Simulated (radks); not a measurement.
Problem. The ruthenium ion Ru32+, configuration [Ne] 3s2 (the NIST ground configuration). All-electron calculation, Dirac Kohn-Sham, PBEsol, spin-unpolarised, spherical densities, finite nucleus; Fermi nuclear charge, rms radius 4.4809 fm. Program: a radial shooting solver on a logarithmic mesh with Libxc functionals. Some entries of the table are withheld. Estimate them.

| orbital | occ. | eigenvalue (hartree) | <1/r> (bohr^-1) |
|---|---|---|---|
| 1s1/2 | 2 | -870.9045 | (1) |
| 2s1/2 | 2 | (2) | (3) |
| 2p1/2 | 2 | (4) | 10.63 |
| 2p3/2 | 4 | (5) | 10.08 |
| 3s1/2 | 2 | (6) | (7) |

Solution. 
(1) 1s1/2 <1/r> (bohr^-1): 45.87
(2) 2s1/2 eigenvalue (hartree): -177.8116
(3) 2s1/2 <1/r> (bohr^-1): 10.68
(4) 2p1/2 eigenvalue (hartree): -169.8856
(5) 2p3/2 eigenvalue (hartree): -164.8996
(6) 3s1/2 eigenvalue (hartree): -70.53331
(7) 3s1/2 <1/r> (bohr^-1): 4.315
